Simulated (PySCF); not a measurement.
# Broadened absorption spectrum of C5H9FN2

Species: C₅H₉FN₂.
SMILES: `CCN1C[C@H](F)C=N1`

Theory: PySCF, TDDFT wB97X-D/def2-SVPD, vertical, gas phase, core orbitals frozen in the response. Isolated species at its GFN2-xTB geometry (one conformer only).

Computed states:

```json
{"state": "S1", "E (eV)": "5.19", "f": "0.178"}
{"state": "S2", "E (eV)": "6.16", "f": "0.0092"}
{"state": "S3", "E (eV)": "6.29", "f": "0.012"}
{"state": "S4", "E (eV)": "6.96", "f": "0.022"}
{"state": "S5", "E (eV)": "7.26", "f": "0.0089"}
{"state": "S6", "E (eV)": "7.39", "f": "0.0010"}
{"state": "S7", "E (eV)": "7.70", "f": "0.020"}
{"state": "S8", "E (eV)": "8.05", "f": "0.0081"}
```

Each state is given a Gaussian of 0.25 eV full width at half maximum, with ε(max) = 2.175×10⁸ f / Δν̃ (Δν̃ the width in cm⁻¹). The width is an assumption, not a result. The curve ends short of the highest state used, and states not computed would add to its high-energy end.

Problem. Give the broadened spectrum and its maxima.

Solution. 
```
E (eV)  ε (L mol⁻¹ cm⁻¹)
  4.81                34
  4.87               215
  4.94              1247
  5.00              3986
  5.06              9259
  5.12             15625
  5.18             19159
  5.24             17069
  5.30             11049
  5.36              5197
  5.43              1439
  5.49               339
  5.55                58
  5.61                 7
  5.67                 1
  5.73                 0
  5.79                 2
  5.86                17
  5.92                76
  5.98               245
  6.04               595
  6.10              1109
  6.16              1633
  6.22              1941
  6.28              1870
  6.35              1340
  6.41               762
  6.47               326
  6.53               104
  6.59                30
  6.65                40
  6.71               157
  6.77               499
  6.84              1288
  6.90              2054
  6.96              2392
  7.02              2070
  7.08              1445
  7.14              1048
  7.20              1011
  7.26              1056
  7.33               884
  7.39               599
  7.45               416
```

Maxima: 239 nm (5.19 eV), ε about 19000, made up of S1 (100%); 199 nm (6.24 eV), ε about 2000, made up of S2 (39%) and S3 (61%); 178 nm (6.96 eV), ε about 2400, made up of S4 (99%); 171 nm (7.25 eV), ε about 1100, made up of S5 (91%) (ε in L mol⁻¹ cm⁻¹; maxima over ε = 5, shares over 10%).

Problem. What would ε be at 5.19 eV, the highest of these maxima, with half the width (0.125 eV)?

Solution. About 38400 L mol⁻¹ cm⁻¹ against 19200, a factor of about 2.00; a lone state at its own centre would give exactly 2.

Problem. On this curve, what absorbance would a 10⁻⁵ mol/L sample give at 248 nm over a 1 cm path?

Solution. 248 nm is 4.999 eV, where ε is about 3900 L mol⁻¹ cm⁻¹, so A = ε c l ≈ 0.039 (Beer–Lambert, with the gas-phase spectrum and the assumed width).

Problem. Coming from long wavelengths, where does ε first pass 100 L mol⁻¹ cm⁻¹?

Solution. At about 256 nm (4.84 eV), 0.34 eV below S1.

Time: 61 s wall; peak memory 0.99 GiB. Hardware: Intel Xeon Platinum 8375C at 2.90 GHz, one thread, shared host with 128 logical CPUs at a one-minute load of 60.
